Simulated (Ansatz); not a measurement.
Reactions of `CC=C([SiH3])[SiH3]`.

Isolated molecules relaxed with PBE0-D4/def2-TZVP in Ansatz; ΔE leaves out vibrations. CCSD(T)/CBS is the MP2 limit (def2-TZVPP, def2-QZVPP) plus CCSD(T) − MP2 in def2-TZVPP, frozen cores. This one scheme is used for every species, atoms too. Double bonds are as drawn, so ΔE can hold a change between cis and trans. DFT in def2-TZVPP. B3LYP here is the variant with VWN-RPA as its local correlation; programs differ in this. No spin–orbit coupling; open shells (•) take unrestricted orbitals. Spin–orbit coupling would lower the free atoms: a little for C, Si. For Ga outer-core shells are correlated without core-valence functions, so the limit isn't a true one: a few kJ/mol of doubt a bond, and 10 to 20 or more in all where bonds break to atoms. Scalar relativity is left out up to krypton. Each species was taken in one conformer, which may not be the lowest.

```json
{"reaction": "`CC=C([SiH3])[SiH3]` → `C=C([SiH3])C[SiH3]`", "B3LYP-D4 (kJ/mol)": "13", "CCSD(T)/CBS(def2) (kJ/mol)": "12"}
{"reaction": "`CC=C([SiH3])[SiH3]` + H–F → `C/C=C(\\F)[SiH3]` + SiH₄", "B3LYP-D4 (kJ/mol)": "66", "CCSD(T)/CBS(def2) (kJ/mol)": "84"}
{"reaction": "`CC=C([SiH3])[SiH3]` + `C[CH]1[O][AlH]1` → `C[C]1(C)[O][AlH]1` + `C=C([SiH3])[SiH3]`", "B3LYP-D4 (kJ/mol)": "-1", "CCSD(T)/CBS(def2) (kJ/mol)": "-5"}
{"reaction": "`CC=C([SiH3])[SiH3]` → `[SiH3]/C=C/C[SiH3]`", "B3LYP-D4 (kJ/mol)": "6", "CCSD(T)/CBS(def2) (kJ/mol)": "5"}
{"reaction": "`CC=C([SiH3])[SiH3]` → `[SiH3]CC1C[SiH2]1`", "B3LYP-D4 (kJ/mol)": "66", "CCSD(T)/CBS(def2) (kJ/mol)": "57"}
{"reaction": "`CC=C([SiH3])[SiH3]` → 3 C• + 10 H• + 2 Si•", "B3LYP-D4 (kJ/mol)": "5372", "CCSD(T)/CBS(def2) (kJ/mol)": "5365"}
{"reaction": "`CC=C([SiH3])[SiH3]` → `C[SiH2]/C=C/[SiH3]`", "B3LYP-D4 (kJ/mol)": "-25", "CCSD(T)/CBS(def2) (kJ/mol)": "-27"}
{"reaction": "`CC=C([SiH3])[SiH3]` + `N[CH2][GaH][OH]` → `N[CH2][GaH][SiH3]` + `C/C=C(\\O)[SiH3]`", "B3LYP-D4 (kJ/mol)": "113", "CCSD(T)/CBS(def2) (kJ/mol)": "121"}
{"reaction": "`CC=C([SiH3])[SiH3]` + SiH₄ → `[SiH3]C=C([SiH3])[SiH3]` + CH₄", "B3LYP-D4 (kJ/mol)": "-25", "CCSD(T)/CBS(def2) (kJ/mol)": "-24"}
{"reaction": "`CC=C([SiH3])[SiH3]` → `[SiH3]C[SiH]1CC1`", "B3LYP-D4 (kJ/mol)": "15", "CCSD(T)/CBS(def2) (kJ/mol)": "4"}
```

Largest T1 diagnostic: 0.016, for `C[CH]1[O][AlH]1`.
